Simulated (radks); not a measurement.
Results of a calculation; reference values are marked as such.
Polarisability of the bromine ion Br6+, [Ar] 3d10 4s1, at imaginary frequency. Code: a radial shooting solver on a logarithmic mesh with Libxc functionals. Model: scalar-relativistic Kohn-Sham, LDA (Slater exchange, Perdew-Wang correlation), spin-polarised, spherical densities, finite nucleus; open shells are filled with parallel spins first; Fermi nuclear charge, rms radius 4.1629 fm. Response by self-consistent Sternheimer equations with the Hartree and adiabatic LDA kernel, the relativistic mass of each level held fixed and spin-orbit coupling left out.

w (hartree),alpha1(iw) (bohr^3),alpha2(iw) (bohr^5)
0.00266,2.114,2.095
0.0143,2.113,2.095
0.0360,2.109,2.094
0.0697,2.094,2.091
0.118,2.057,2.084
0.186,1.979,2.067
0.280,1.833,2.031
0.413,1.597,1.962
0.605,1.278,1.830
0.892,0.9319,1.598
1.35,0.6350,1.244
2.12,0.4210,0.8145
3.59,0.2699,0.4324
6.94,0.1454,0.1809
17.5,0.04443,0.04566

Static values: alpha1 = 2.114 bohr^3 (0.3133 angstrom^3; uncoupled 2.713), alpha2 = 2.095 bohr^5, alpha3 = 4.527 bohr^7. C6 = 2.995, C8 = 19.95, triple-dipole C9 = 4.145 atomic units. One-pole (London) frequency 4 C6 / (3 alpha1^2) = 0.893 hartree, against 3.581 for minus the highest occupied eigenvalue.
